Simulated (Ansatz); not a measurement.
Cost and result for the atomization energy of `S[Si]1([ZnH])N[SiH2]1` (10 atoms, 10 bonds).

```xyz
10

S     0.5937    0.2260    2.4731
Si   -0.1377    0.3639    0.4537
Zn   -1.5128    2.2914    0.2918
N     0.9756   -0.0241   -0.8240
Si   -0.0682   -1.3993   -0.9380
H     1.0849   -1.0221    2.3786
H    -2.4448    3.5248    0.1341
H     1.8272    0.3280   -1.2277
H    -0.8242   -1.5764   -2.2083
H     0.5063   -2.7123   -0.5334
```

The species carries charge 0 and has multiplicity 1. For Zn the d shell is correlated and the shells below it are frozen. Scalar relativity is left out up to krypton. Geometry: relaxed with PBE0-D4/def2-TZVP. It is one conformer, not always the lowest. Program: Ansatz. All runs use 4 threads of an Arm Neoverse V2 on a shared host. Times are those of one run each, without the atoms' runs, and a repeat can differ threefold. Electronic energies, without spin–orbit coupling; frozen cores. CCSD(T)/CBS adds CCSD(T) − MP2 in def2-TZVPP to the MP2 limit, and its time is that of the two runs behind it. T1 = 0.015. With those shells the extrapolation isn't a true limit. B3LYP takes the VWN-RPA correlation (the form of Gaussian; ORCA's B3LYP/G). HSE06 is the plane-wave form, built on full-range PBE exchange.

CCSD(T)/CBS is a level of theory with its own doubt, some kJ/mol a heavy atom from the limit and from the frozen cores, so smaller differences don't rank the functionals.

| level | functions | wall time | atomization (kcal/mol) | difference from CCSD(T)/CBS | per bond |
| --- | --- | --- | --- | --- | --- |
| LDA (SPW92)/def2-TZVPP | 291 | 1.7 s | 773.5 | 102.9 | 10.3 |
| BLYP-D4/def2-TZVPP | 291 | 2.6 s | 663.3 | -7.3 | -0.7 |
| PBE0-D4/def2-TZVPP | 291 | 5.5 s | 670.6 | 0.0 | 0.0 |
| HSE06-D4/def2-TZVPP | 291 | 6 s | 671.1 | 0.5 | 0.1 |
| CCSD(T)/def2-SVP | 124 | 7 s | 601.7 | -68.9 | -6.9 |
| B3LYP-D4/def2-TZVPP (with forces) | 291 | 8 s | 666.8 | -3.8 | -0.4 |
| B2PLYP/def2-TZVPP | 291 | 8 s | 656.5 | -14.1 | -1.4 |
| r2SCANh-D4/def2-TZVPP | 291 | 8.5 s | 672.3 | 1.7 | 0.2 |
| PBE-QIDH/def2-TZVPP | 291 | 8.5 s | 665.4 | -5.2 | -0.5 |
| ωB97X-V/def2-TZVPP | 291 | 12 s | 682.1 | 11.5 | 1.2 |
| MP2/def2-QZVPP | 517 | 28 s | 669.9 | -0.7 | -0.1 |
| CCSD(T)/def2-TZVPP | 291 | 4.5 min | 645.5 | -25.1 | -2.5 |
| CCSD(T)/CBS(def2) | – | 4.9 min | 670.6 | 0.0 | 0.0 |

In def2-TZVPP, CCSD(T) changes the Hartree–Fock value by +191.8 kcal/mol (the triples alone add +13.2 kcal/mol) and MP2 by +201.1 kcal/mol; breaking electron pairs costs correlation energy, which Hartree–Fock lacks. The D4 term adds +11.9 kcal/mol with B3LYP and +6.3 kcal/mol with PBE0; it sums over pairs of atoms, weighted by their polarisabilities, and B3LYP, whose exchange is more repulsive, gets the larger term. Leaving LDA and LC-ωPBE aside and taking each functional with its dispersion term where it has one, the values, not all of them listed here, spread over 31.8 kcal/mol, from BHLYP-D4 to ωB97X-V. LDA lies +100.3 kcal/mol from PBE without D4, its usual overbinding.
